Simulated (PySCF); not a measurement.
**C4H9GeNO3: core ionisation energies**

Species: C4H9GeNO3.
Atom-mapped SMILES: `[CH3:1][C:2](=[O:3])[NH:4][GeH:5]1[O:6][CH2:7][CH2:8][O:9]1`

Cartesian coordinates in Å at the PBE0-D3(BJ)/def2-SVP level; atoms count from 1:
```
atom  x, y, z in Å
C1     2.9843   -0.6335    0.2839
C2     1.7279    0.0776    0.7095
O3     1.6069    0.6462    1.7838
N4     0.6709    0.0810   -0.1487
Ge5   -0.7788    1.0236    0.5035
O6    -1.7669    0.1659    1.7134
C7    -2.8165   -0.4925    1.0351
C8    -3.1877    0.3265   -0.2052
O9    -2.0010    0.8199   -0.7901
H10    3.3458   -0.2466   -0.6806
H11    2.7849   -1.7095    0.1609
H12    3.7537   -0.4933    1.0513
H13    0.6958   -0.3944   -1.0429
H14   -0.4487    2.4587    0.8827
H15   -3.6762   -0.5942    1.7170
H16   -2.4992   -1.5111    0.7354
H17   -3.8520    1.1652    0.0819
H18   -3.7273   -0.2920   -0.9412
```

Theory: delta-SCF UKS SCAN, pcX-2 on the ionised atom, pcseg-1 elsewhere, spin-free X2C (PySCF 2.14.0). These are vertical core ionisation energies against the vacuum level, from separate self-consistent calculations with and without the core hole.

What binding energy does each computed site have?

| atom(s) | bonded to | level | binding energy (eV) | above the level's lowest (eV) | count |
| --- | --- | --- | --- | --- | --- |
| C1 | C and 3 H | C 1s | 291.30 | 0.00 | 1 |
| C2 | O (double bond), N and C | C 1s | 293.90 | +2.60 | 1 |
| O3 | C (double bond) | O 1s | 537.08 | 0.00 | 1 |
| N4 | C, H and Ge | N 1s | 405.23 | 0.00 | 1 |
| O6/O9 | C and Ge | O 1s | 537.55 | +0.47 | 2 |
| C7/C8 | O, C and 2 H | C 1s | 292.09 | +0.79 | 2 |

Lowest listed C 1s: C1, bonded to C and 3 H. Highest, 2.60 eV above it: C2, bonded to O (double bond), N and C. Summing the Pauling electronegativity differences to the bonded atoms, each weighted by its formal bond order, gives -1.05 for the lowest site and +2.27 for the highest; no listed site has a larger sum than the highest.

Lowest listed O 1s: O3, bonded to C (double bond). Highest, 0.47 eV above it: O6/O9, bonded to C and Ge. Summing the Pauling electronegativity differences to the bonded atoms, each weighted by its formal bond order, gives -1.78 for the lowest site and -2.32 for the highest; the largest sum, -1.78, belongs to O3, 0.47 eV below the top. The smallest sum, -2.32, belongs to O6/O9, 0.47 eV above the lowest.

Which photon energy gives electrons from C 1s of C7/C8 a kinetic energy of 200 eV, and what is their de Broglie wavelength?

hν = 292.09 + 200 = 492.09 eV, recoil neglected; λ = 12.264 Å/√(E/eV) = 0.87 Å.

Express the binding energy of C 1s of C7/C8 in atomic units and per mole.

292.09 eV = 10.7341 Eh = 28182 kJ/mol.

One atom of each set of topologically equivalent atoms was ionised and stands for the set; in this conformer not all members are related by symmetry, and their own values weren't computed. No level of germanium is listed. Isolated species at its PBE0-D3(BJ)/def2-SVP geometry (one conformer only).

Hardware: one thread, Arm Neoverse N1 (aarch64), no GPU, shared host with 64 logical CPUs at a one-minute load of 61. Cost: 4.7 min, 0.77 GiB resident at most.
